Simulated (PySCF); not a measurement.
## Antimony: a sound run and one with changed settings

Sound run: Sb+ [Kr] 4d10 5s2 5p2, Sb(2+) [Kr] 4d10 5s2 5p1. Computed with PySCF 2.14 in x2c-SVPall (6s5p3d, 36 functions), with the spin-free X2C one-electron Hamiltonian (Gaussian nucleus). In the sound run the correlated levels freeze [Kr] 4d10. The sound run starts from symmetry-adapted Hartree-Fock orbitals and uses a fine grid where one is needed.

Changed run: all electrons correlated in a basis built for the valence shell.

```csv
species,method,sound run (hartree),changed run (hartree),converged
Sb+,MP2,-6476.97489,-6477.00270,yes
Sb(2+),MP2,-6476.37804,-6476.40362,yes
```

Ionisation energy of Sb+:

```
 method  sound run (eV)  changed run (eV)
    UHF          16.036            16.036
    MP2          16.241            16.302
SCS-MP2          16.187            16.218
```

A valence basis has no tight correlating functions, so it recovers only part of the core correlation, and not evenly between atom and ion.

For comparison, NIST gives 16.626 ± 0.025 eV between the lowest levels.
